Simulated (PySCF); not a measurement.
Structure elucidation problem

An unknown has the formula C5H4NOP. Its calculated NMR data are:

1H NMR (400 MHz, computed): δ 11.12 (m, 1H), 10.42 (m, 1H), 9.52 (m, 1H), 8.53 (m, 1H).

13C{1H} NMR (computed): δ 198.0 (CH), 192.0 (CH), 182.5 (C), 153.9 (CH), 127.2 (CH).

Isolated molecule, one computed conformer, relativity neglected. Shielding tensors at PBE0/pcSseg-1 (GIAO); geometry from GFN2-xTB; PySCF 2.14.

Scale: TMS for 1H, 13C (reference shieldings calculated alike).

Question: Choose the structure that fits.
A. O=Cc1ncccp1
B. O=Cc1cpccn1
C. O=Cc1ccncp1
D. Cc1oc(C#N)cp1
E. O=Cc1ccpcn1

Answer: C. 

5 carbon signals for 5 carbons: no two carbons are equivalent. Carbon types of the structure: 1 × C, 4 × CH, which accounts for all hydrogens. δC 192.0, 153.9: aromatic CH next to a ring nitrogen; the adjacent pyridine-type nitrogen withdraws density from it. δC 127.2: aromatic CH; the aromatic region. δH 11.12, 9.52: hydrogen on an aromatic CH next to a ring nitrogen; ring current plus the neighbouring ring nitrogen. δH 10.42: hydrogen on an aldehyde carbonyl carbon; deshielded by the polar, anisotropic C=O bond. δH 8.53: hydrogen on an aromatic CH; ring current plus the deshielding of an ortho carbonyl group.

The others: O=Cc1cpccn1 has carbons computed at 201.7, 162.9, 157.4, 157.1, 155.1; O=Cc1ccpcn1 has carbons computed at 202.8, 191.1, 177.5, 152.1, 126.2; Cc1oc(C#N)cp1 would give 2 signals for carbon-bound and other non-exchanging H, not 4; O=Cc1ncccp1 has carbons computed at 201.7, 197.6, 179.4, 151.7, 130.0.

Splittings by 31P in the carbon and heteronuclear signals aren't shown, as no couplings were computed. Shifts are as computed. Against solution values, carbons near 30 ppm lie about +3 ppm off and those near 130 ppm about +5 ppm. Of 1211 compounds with measured shifts, 218 miss one by over three times the rms of a fit or turn the order of signals round; such compounds aren't used in these exercises. Multiplicities follow the n + 1 count of equivalent neighbours, as no J values were calculated; m marks all less simple cases, F and P coupling included.
